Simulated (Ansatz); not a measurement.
```yaml
crystal:
  periodic: [false, false, false]
  atoms:
    - {symbol: O, position_ang: [0.938592, -1.612297, 1.284293]}
    - {symbol: C, position_ang: [1.028663, -1.195674, 0.162322]}
    - {symbol: C, position_ang: [-0.092572, -0.491871, -0.542630]}
    - {symbol: F, position_ang: [0.280850, -0.191332, -1.840395]}
    - {symbol: Si, position_ang: [-0.565718, 1.104066, 0.396722]}
    - {symbol: Cl, position_ang: [-2.062976, 2.027728, -0.645177]}
    - {symbol: H, position_ang: [1.961872, -1.276948, -0.434127]}
    - {symbol: H, position_ang: [-0.966077, -1.154876, -0.569075]}
    - {symbol: H, position_ang: [-1.049116, 0.738475, 1.743432]}
    - {symbol: H, position_ang: [0.609382, 2.001527, 0.447535]}
basis:
  gaussian: {orbitals: def2-mTZVP}
total_charge: -3
magnetization: {spin_polarized: true, initial_magnetization: 1}
hamiltonian: {xc: {name: RPBE}, dispersion: d3bj}
```

```sh
$ ansatz run in.yaml --threads 4 --pin off --events-out ev --progress --plain --max-ram 10444MiB
```

Output, abridged:

```
Functional definition: RPBE
1282 factors; their error is unknown
mean field evaluation 1: about -27240.1475 eV, gradient 1.0e2 eV
mean field evaluation 2: about -27042.5448 eV, gradient 2.0e2 eV
mean field evaluation 4: about -27257.9865 eV, gradient 6.2e1 eV
mean field evaluation 8: about -27286.6218 eV, gradient 6.6e0 eV
mean field evaluation 16: about -27287.1747 eV, gradient 3.2e-1 eV
mean field evaluation 32: about -27287.1461 eV, gradient 1.6e-3 eV
mean field evaluation 64: about -27287.1562 eV, gradient 3.0e-2 eV
mean field -27287.21677426 eV, -1002.7867205143 hartree, gradient 2.8e-6 eV, S^2 1.645021; 21 other end points of the search recorded, 0 dependent functions left out
reference -27287.21681991 eV, -1002.7867221917 hartree; 34, 33 occupied and 103, 104 virtual orbitals, 1282 factors
Total energy: -27288.58779153 eV, -1002.8371044695 hartree
```

In this input the charge is far from anything that the molecule holds. Self-consistency was reached. The result belongs to that input, not to the molecule as meant.
